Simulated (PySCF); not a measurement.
These 2 structures share the formula C7H7BO3. Method used: PBE0-D3(BJ)/def2-SVP geometry optimisation, gas phase in PySCF 2.14.0. Energies are electronic, without zero-point or thermal terms, for one conformer each. No frequencies were run at this level. Point groups hold within 0.08 Å.

Problem. Order them by energy at this level, lowest first, and give relative energies in kcal/mol.
A. `[BH2-:1]1[O:2][CH:3]=[C:4]([c:5]2[cH:6][cH:7][cH:8][o:9]2)[CH:10]=[O+:11]1` with C3–C4–C5–C6 8°
B. `[O:1]=[CH:2][c:3]1[cH:4][cH:5][c:6]([B:7]([OH:8])[OH:9])[cH:10][cH:11]1` with O1–C2–C3–C4 180°, C6–B7–O8–H 180°, C6–B7–O9–H 180° (4-formylphenylboronic acid)

Solution. B (0.0), A (71.5).

As drawn, the lower has an O–H bond, which the higher lacks.

| SMILES | E (Eh) | E rel (kcal/mol) | dipole (D) | point group | A, B, C (MHz) |
| --- | --- | --- | --- | --- | --- |
| O=Cc1ccc(B(O)O)cc1 | -520.63998 | 0.0 | 5.85 | Cs | 3394, 545.4, 469.9 |
| [BH2-]1OC=C(c2ccco2)C=[O+]1 | -520.52607 | 71.5 | 4.52 | near Cs | 3409, 671.1, 564.1 |
